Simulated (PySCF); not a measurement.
## Steps of a relaxation of [Tl(NH2)2]+

[Tl(NH2)2]+ (singlet). PySCF 2.14.0, RKS PBE0, Tl def2-SVP with ECP60, N def2-SVP, H def2-SVP; non-relativistic Hamiltonian with scalar-relativistic core potentials where named; density fitting; no spin-orbit coupling. Origin of the start: displaced along the imaginary mode. Columns: position (Å) and force (eV/Å). Energies are counted from the last step; some of the 14 steps are shown. Forces carry noise of the integration grid, about 0.01 to 0.03 eV/Å.

Run from Python with OMP_NUM_THREADS=2. Where DIIS fails, smearing, a level shift and second-order steps follow.
It took 27 s on 2 threads of Arm Neoverse V1, on a shared host, from the converged density of the start.

```xyz
7
step 0  E = 0.209 eV
Tl    0.0015   -0.0019    0.0000     0.21   -0.26   -0.23
N    -0.0404    0.0420    1.9615     0.44   -0.43    2.34
H     0.7914    0.4379    2.4871    -1.16   -0.57   -1.01
H    -0.4369   -0.7904    2.4859     0.58    1.17   -1.01
N    -0.0043    0.0122   -1.9615    -0.03    0.11   -0.09
H     0.5920   -0.6256   -2.4799    -0.03    0.01    0.00
H    -0.6363    0.6027   -2.4931     0.00   -0.02    0.00
```

```xyz
7
step 4  E = 0.026 eV
Tl    0.0396   -0.0458    0.0203    -0.16   -0.02   -0.12
N    -0.1178    0.1132    2.0267     0.08    0.10   -0.23
H     0.7829    0.3909    2.4272    -0.03   -0.04    0.12
H    -0.4038   -0.7868    2.4135     0.00   -0.08    0.19
N     0.1433    0.1456   -1.9684    -0.06    0.12   -0.54
H     0.5156   -0.6647   -2.4777    -0.13    0.16    0.23
H    -0.6926    0.5245   -2.4416     0.31   -0.23    0.36
```

```xyz
7
step 9  E = 0.001 eV
Tl    0.0198   -0.0677    0.0025     0.03    0.02    0.00
N    -0.1110    0.1018    2.0105    -0.05   -0.03   -0.03
H     0.7817    0.3913    2.4188     0.02   -0.01    0.02
H    -0.4099   -0.7750    2.4462     0.00    0.03    0.00
N     0.1825    0.1878   -1.9915    -0.01   -0.04   -0.11
H     0.5001   -0.6614   -2.4695    -0.02    0.06    0.06
H    -0.6961    0.5002   -2.4169     0.03   -0.02    0.05
```

Task: Where does the relaxation end?

Result: It converges at step 13 in C2:
```xyz
7
step 13  E = 0
Tl    0.0388   -0.0527   -0.0004
N    -0.1071    0.1053    2.0068
H     0.7863    0.3751    2.4285
H    -0.4258   -0.7679    2.4346
N     0.1828    0.1955   -1.9989
H     0.5043   -0.6575   -2.4629
H    -0.7124    0.4792   -2.4077
```

Task: How did the contacts change?

Result: 
```tsv
contact	start (Å)	end (Å)
Tl1–N2 (NH2)	1.962	2.019
Tl1–N5 (NH2)	1.962	2.019
```
